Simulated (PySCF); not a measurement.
CHS, SMILES [S][CH] (connectivity only; charge and spin as stated), neutral, multiplicity 2. Atoms are numbered in the order given.

```xyz
3

C     -0.1459    -1.0413     0.0000
S      0.0189     0.5066     0.0000
H      0.5730    -1.8584     0.0000
```
Charge 0, spin multiplicity 2.

Coordinates come from a B3LYP-D3(BJ)/def2-TZVPD optimisation.

Level of theory: B3LYP/pcH-1 (PySCF).

Unrestricted Kohn–Sham, ⟨S²⟩ = 0.755. Hyperfine tensors hold the contact and dipolar terms, without spin-orbit corrections.

Problem. Estimate the hyperfine couplings. (Estimate from the structure and the level; the computed values follow.)

Solution. 
```
nucleus    A(iso) (MHz)  A(iso) (G)  dipolar principal values (MHz)
---------  ------------  ----------  ------------------------------
13C no. 1         309.7       110.5             -56.7, -48.1, 104.9
33S no. 2          10.1         3.6              -44.1, -36.4, 80.5
1H no. 3          132.4        47.3               -21.3, -6.7, 28.0
```

Problem. And the g tensor (effective nuclear charges for spin-orbit coupling, GIAO)? (Estimate from the structure and the level; the computed values follow.)

Solution. principal values 1.9565, 2.0016, 2.0099; isotropic 1.9893.
